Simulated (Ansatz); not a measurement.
Basis-set series for C$_{2}$H$_{8}$N$_{2}$W (`[CH3][W]([CH3])(=[NH])=[NH]`). Total charge 0; spin multiplicity 1. W takes the def2 core potential. All single points use the PBE0-D4/def2-TZVP geometry. It is one conformer, not always the lowest.

```csv
functional,basis,functions,energy (Eh),HOMO (eV),LUMO (eV)
PBE0-D4,def2-SVP,128,-257.28630,-7.24,-1.45
PBE0-D4,def2-TZVPP,292,-257.52828,-7.35,-1.53
ωB97M-V,def2-SVP,128,-257.31186,-9.53,0.51
ωB97M-V,def2-TZVPP,292,-257.56621,-9.66,0.45
```

**Question.** Give the rows for def2-QZVPP. (Best estimate.)

**Answer.** The calculation gave: 
| functional | basis | functions | energy (Eh) | HOMO (eV) | LUMO (eV) |
| --- | --- | --- | --- | --- | --- |
| PBE0-D4 | def2-QZVPP | 549 | -257.54090 | -7.37 | -1.57 |
| ωB97M-V | def2-QZVPP | 549 | -257.57842 | -9.68 | 0.39 |

Positive LUMOs are unbound and depend on the basis.

Program: Ansatz 0.2.0.
